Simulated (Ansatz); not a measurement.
Geometry optimisation, Ansatz 0.2.0, DFT PBE, scalar-relativistic, plane waves, PAW.

The input (input.yaml):

```yaml
accuracy: low
crystal:
  lattice:
    - [6.479224, 0.0, 0.0]
    - [0.0, 6.479224, 0.0]
    - [0.0, 0.0, 6.479224]
  atoms:
    - { symbol: F, position: [0.1773259, 0.3147528, 0.3492783] }
    - { symbol: H, position: [0.2041379, 0.4103605, 0.4537557] }
    - { symbol: F, position: [0.6505743, 0.4177397, 0.4001991] }
    - { symbol: H, position: [0.7672837, 0.4482839, 0.3213243] }
    - { symbol: F, position: [0.7509257, 0.9803625, 1.0164928] }
    - { symbol: H, position: [0.7127484, 1.0170952, 0.8824463] }
    - { symbol: F, position: [0.4147833, 0.7284099, 0.8996565] }
    - { symbol: H, position: [0.2812948, 0.780799, 0.8851145] }
    - { symbol: F, position: [0.2408394, 0.8896278, 0.2204321] }
    - { symbol: H, position: [0.2777039, 0.7759372, 0.3009971] }
    - { symbol: F, position: [0.8895103, 0.7685507, 0.7219184] }
    - { symbol: H, position: [0.9015074, 0.8089714, 0.584087] }
    - { symbol: F, position: [0.9557065, 0.3517857, 0.6116841] }
    - { symbol: H, position: [1.0301252, 0.2467425, 0.6765149] }
    - { symbol: F, position: [0.3608117, 0.9951806, 0.6989196] }
    - { symbol: H, position: [0.3183979, 0.9680951, 0.5638541] }
basis:
  ecutwfc: 420.0
kpoints:
  mp_grid: { grid: [1, 1, 1] }
hamiltonian:
  xc: pbe
scf:
  occupations: { method: fermi_dirac, width: 0.02 }
  lower_state_search: "off"
relax:
  f_tol: 0.3
  max_steps: 15
  adjacent_minimum: "off"
```

Run as:

```bash
$ ansatz run input.yaml --threads 1 --pin off --max-ram 3072MiB --backend cpu --events-out ev --progress --plain --runs-dir out
```

**Question.** Where does it end, and by what steps?

**Answer.** It converged. The threshold is loose, so the end isn't yet a minimum. The force dipped under the threshold on the way, but the program's further checks kept it going. Limits of this set-up: coarse k mesh, low accuracy level. After 12 steps the energy has fallen by 3.349 eV; F3 moved furthest, 1.32 Å.

```
step  energy less start (eV)  largest force component (eV/Å)  accepted
   0                  0.0000                           1.515       yes
   1                 -0.9526                           2.559       yes
   2                 -1.4135                           2.858       yes
   3                 -1.7644                           1.965       yes
   4                 -2.1002                           1.425       yes
   5                 -2.3088                           1.549       yes
   6                 -2.5134                           1.152       yes
   7                 -2.7516                           0.522       yes
   8                 -2.8912                           0.440       yes
   9                 -3.0444                           0.355       yes
  10                 -3.1864                           0.180       yes
  11                 -3.2748                           0.329       yes
  12                 -3.3495                           0.214       yes
```

```xyz
16
Lattice="6.4792 0.0000 0.0000 0.0000 6.4792 0.0000 0.0000 0.0000 6.4792" Properties=species:S:1:pos:R:3
F 0.289 2.641 2.018
H 0.465 2.286 2.906
F 4.749 3.910 2.549
H 5.523 3.393 2.229
F 4.719 6.565 6.495
H 4.948 6.061 5.718
F 2.319 4.699 6.406
H 2.230 5.292 5.653
F 1.470 5.482 2.109
H 1.917 5.251 1.260
F 5.619 5.258 4.427
H 5.222 4.734 3.706
F 6.978 1.861 4.391
H 7.478 1.051 4.495
F 2.051 6.267 4.331
H 1.907 5.890 3.424
```

Run time: 12 s on 1 thread of Intel(R) Xeon(R) Platinum 8488C (Sapphire Rapids) (shared host), peak memory 0.4 GiB.
